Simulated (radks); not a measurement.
The numbers below are computed, except where a source is named.
Spin polarisation of the 5d2 shell in Ta3+. Start: [Xe] 4f14 5d(up 1, down 1); electrons of 5d are moved from spin down to spin up, other shells keep equal spins. Level of theory: non-relativistic Kohn-Sham, PBE, spin-polarised, spherical densities, point nucleus (a radial shooting solver on a logarithmic mesh with Libxc functionals).

moment (Bohr magnetons)  E - E(0) (eV)  e(5d up) (eV)  e(5d down) (eV)  4f down minus up (eV)
0                                0.000        -29.976          -29.976                 0.000
0.5                             -0.050        -30.171          -29.770                  0.052
1                               -0.200        -30.353          -29.551                  0.105
1.5                             -0.451        -30.525          -29.316                  0.157
2                               -0.806        -30.687          -29.048                  0.210

At moment 2 the spin-polarisation energy is -0.806 eV and the 5d exchange splitting 1.638 eV, that is 0.819 eV per Bohr magneton; E = -I m^2/4 would give I = 0.806 eV.
